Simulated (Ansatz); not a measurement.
Born–Oppenheimer molecular dynamics of C2H7BO2Si (13 atoms, charge 0, multiplicity 1). It starts from a relaxed structure.

All numbers below come from Ansatz 0.2.0, RKS r2SCAN-D4/STO-3G.

- ensemble: NVT, Langevin thermostat
- time step: 2 fs
- steps asked: 40
- set temperature: 500 K
- friction: 0.001 /fs
- seed: 295346

First frame:

```xyz
13
Properties=species:S:1:pos:R:3
O -0.748 -1.378 -1.548
C 0.273 -0.444 -1.048
C 1.425 -1.228 -0.311
O 1.177 -0.472 0.974
B 0.121 0.234 0.415
Si -1.032 1.528 1.330
H -1.497 -0.721 -1.794
H 0.676 0.207 -1.860
H 1.229 -2.310 -0.169
H 2.462 -1.065 -0.669
H -0.442 2.042 2.547
H -1.326 2.653 0.469
H -2.299 0.919 1.679
```

Task: How far do the bonds stretch over the last three quarters of this one trajectory? (Pairs bonded in most of those frames.)

Result: 
```
   bond  mean (Å)  spread (Å)  shortest  longest
  O1–C2     1.480       0.022      1.44     1.51
  O1–H7     1.028       0.008      1.01     1.05
  C2–C3     1.578       0.020      1.54     1.62
  C2–B5     1.626       0.014      1.60     1.65
  C2–H8     1.130       0.057      1.04     1.20
  C3–O4     1.514       0.023      1.48     1.55
  C3–H9     1.117       0.039      1.05     1.19
 C3–H10     1.117       0.041      1.05     1.18
  O4–B5     1.391       0.013      1.37     1.42
 B5–Si6     1.966       0.023      1.91     1.99
Si6–H11     1.446       0.032      1.40     1.49
Si6–H12     1.454       0.039      1.41     1.51
Si6–H13     1.459       0.049      1.40     1.53
```

Mean temperature of the second half: 259 K. The mean temperature of the second half is 48 % below the set value. A step of 2 fs is long for free X–H stretches (periods near 10 fs) and can bias their spread and the temperature. A run of 0.08 ps of so small a system gives no equilibrium averages. Limits of this set-up: minimal basis.

Run time: 2.2 min on 1 thread of Arm Neoverse V2, with other jobs on the host, peak memory 0.097 GiB.
